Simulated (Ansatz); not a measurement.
Geometry optimisation, RKS PBE0/def2-SVP in Ansatz.

Input file:

```yaml
crystal:
  periodic: [false, false, false]
  atoms:
    - { symbol: C, position_ang: [-1.1805, 0.7478, 0.6296] }
    - { symbol: C, position_ang: [-0.4453, 0.7704, -0.4593] }
    - { symbol: F, position_ang: [-0.4876, 1.8206, -1.3391] }
    - { symbol: Si, position_ang: [0.7407, -0.6544, -0.8034] }
    - { symbol: Se, position_ang: [2.193, -0.8886, 0.8659] }
    - { symbol: H, position_ang: [-1.8763, 1.6596, 0.8016] }
    - { symbol: H, position_ang: [-1.2121, -0.0326, 1.3245] }
    - { symbol: H, position_ang: [-0.0987, -1.8753, -0.9042] }
    - { symbol: H, position_ang: [1.3794, -0.4256, -2.0265] }
    - { symbol: H, position_ang: [1.0706, -1.173, 1.9138] }
basis:
  gaussian: { orbitals: def2-SVP }
hamiltonian:
  xc: pbe0
relax:
  f_tol: 0.02
  max_steps: 50
```

Run as:

```bash
$ ansatz run input.yaml --threads 2 --pin off --max-ram 3072MiB --backend cpu --events-out ev --progress --plain --runs-dir out
```

**Question.** Where does it end, and by what steps?

**Answer.** It converged. After 15 steps the energy has fallen by 0.539 eV; F3 moved furthest, 1.16 Å.

```
step  energy less start (eV)  largest force component (eV/Å)  accepted
   0                  0.0000                           3.786       yes
   1                 -0.3648                           1.343       yes
   2                 -0.4065                           0.266       yes
   3                 -0.4208                           0.227       yes
   4                 -0.4345                           0.077       yes
   5                 -0.4395                           0.040       yes
   6                 -0.4519                           0.371       yes
   7                 -0.4630                           0.467       yes
   8                 -0.4804                           0.667       yes
   9                 -0.5132                           0.544       yes
  10                 -0.5229                           0.292       yes
  11                 -0.4749                           0.605        no
  12                 -0.5373                           0.063       yes
  13                 -0.5388                           0.035       yes
  14                 -0.5391                           0.044       yes
  15                 -0.5392                           0.007       yes
```

```xyz
10
Properties=species:S:1:pos:R:3
C -1.572 0.798 0.362
C -0.359 0.795 -0.195
F 0.260 1.956 -0.457
Si 0.621 -0.746 -0.660
Se 2.597 -0.883 0.472
H -2.079 1.735 0.610
H -2.077 -0.144 0.577
H -0.265 -1.917 -0.396
H 1.027 -0.691 -2.093
H 1.930 -0.956 1.782
```

Time of the run: 46 s on 2 threads of Intel(R) Xeon(R) Platinum 8488C (Sapphire Rapids), with other jobs on the host, peak memory 0.32 GiB.
